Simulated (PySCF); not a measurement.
Ge(F)3(SeH) (F₃GeHSe), SMILES [SeH][Ge]([F])([F])[F].

Coordinates come from a B3LYP-D3(BJ)/def2-SVP optimisation. This is a generated structure with no PubChem entry under its InChIKey; it may be hypothetical. Other conformers were not sampled.

Computed with PBE/def2-TZVP in PySCF.

The molecule is in vacuum.

Computed frontier levels, gap, dipole moment and polarisability:
| Item | Result |
|---|---|
| highest occupied level | -7.12 eV |
| lowest empty level | -2.86 eV |
| orbital gap | 4.26 eV |
| dipole moment | 2.80 D |
| quadrupole, principal values (traceless, Buckingham form, about the centre of nuclear charge) | -4.03, -0.45, 4.48 D·Å |
| mean static polarisability | 52.8 bohr³ (7.83 Å³) |
| polarisability, principal values | 44.0, 47.6, 66.8 bohr³ |
